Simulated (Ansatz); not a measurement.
Ansatz (a first-principles code) input (r2SCAN0/def2-TZVPD):

Ansatz 0.2 input:
```yaml
crystal:
  periodic: [false, false, false]
  atoms:
    - {symbol: C, position_ang: [2.39136684, -1.05347157, -0.15446007]}
    - {symbol: C, position_ang: [1.19724720, -0.28475708, 0.41359771]}
    - {symbol: C, position_ang: [1.64023384, 1.09746047, 0.93584827]}
    - {symbol: C, position_ang: [0.09845895, -0.16664148, -0.59152646]}
    - {symbol: C, position_ang: [-1.25643562, 0.38028351, -0.27618040]}
    - {symbol: C, position_ang: [-1.84721419, -0.19381079, 1.01964175]}
    - {symbol: C, position_ang: [-2.21966158, 0.17494839, -1.44829807]}
    - {symbol: H, position_ang: [2.81715714, -0.52407281, -1.01101270]}
    - {symbol: H, position_ang: [2.09450862, -2.04885552, -0.48937285]}
    - {symbol: H, position_ang: [3.17897153, -1.16648949, 0.59307498]}
    - {symbol: H, position_ang: [0.82117615, -0.84273758, 1.28076587]}
    - {symbol: H, position_ang: [2.04351012, 1.70316071, 0.12093887]}
    - {symbol: H, position_ang: [2.41651476, 0.99072683, 1.69717500]}
    - {symbol: H, position_ang: [0.80613220, 1.64337858, 1.37896076]}
    - {symbol: H, position_ang: [0.36013589, -0.28383917, -1.63859332]}
    - {symbol: H, position_ang: [-1.16112995, 1.46935260, -0.12266830]}
    - {symbol: H, position_ang: [-2.82930180, 0.24057898, 1.21620596]}
    - {symbol: H, position_ang: [-1.21360021, 0.01349653, 1.88259654]}
    - {symbol: H, position_ang: [-1.96484916, -1.27728436, 0.94090376]}
    - {symbol: H, position_ang: [-3.18828671, 0.63638396, -1.24675296]}
    - {symbol: H, position_ang: [-1.82136645, 0.61249181, -2.36586888]}
    - {symbol: H, position_ang: [-2.38354459, -0.89035983, -1.62808906]}
basis:
  gaussian:
    orbitals: def2-TZVPD
hamiltonian:
  xc: {name: r2SCAN0}
magnetization: {spin_polarized: true, initial_magnetization: 1}
output: {forces: true}
```

End of the output:

```
Atom 8 at     2.094509    -2.048856    -0.489373 Å, force     0.023971     0.110788     0.035196 eV/Å
Atom 9 at     3.178972    -1.166489     0.593075 Å, force    -0.093505     0.021300    -0.075304 eV/Å
Atom 10 at     0.821176    -0.842738     1.280766 Å, force     0.025031     0.039661    -0.085802 eV/Å
Atom 11 at     2.043510     1.703161     0.120939 Å, force    -0.039653    -0.068540     0.076210 eV/Å
Atom 12 at     2.416515     0.990727     1.697175 Å, force    -0.083767     0.005199    -0.089840 eV/Å
Atom 13 at     0.806132     1.643379     1.378961 Å, force     0.069807    -0.060226    -0.045336 eV/Å
Atom 14 at     0.360136    -0.283839    -1.638593 Å, force    -0.016709     0.013466     0.068436 eV/Å
Atom 15 at    -1.161130     1.469353    -0.122668 Å, force    -0.003225    -0.114092    -0.023111 eV/Å
Atom 16 at    -2.829302     0.240579     1.216206 Å, force     0.105994    -0.045233    -0.033664 eV/Å
Atom 17 at    -1.213600     0.013497     1.882597 Å, force    -0.050822    -0.013056    -0.088746 eV/Å
Atom 18 at    -1.964849    -1.277284     0.940904 Å, force     0.014156     0.108457    -0.000026 eV/Å
Atom 19 at    -3.188287     0.636384    -1.246753 Å, force     0.110607    -0.051429    -0.009680 eV/Å
Atom 20 at    -1.821366     0.612492    -2.365869 Å, force    -0.033590    -0.047507     0.105912 eV/Å
Atom 21 at    -2.383545    -0.890360    -1.628089 Å, force     0.024763     0.109220     0.027842 eV/Å
Dipole moment:    -0.000512     0.041972     0.038171 e Å
```

It need not be the lowest isomer of its formula.
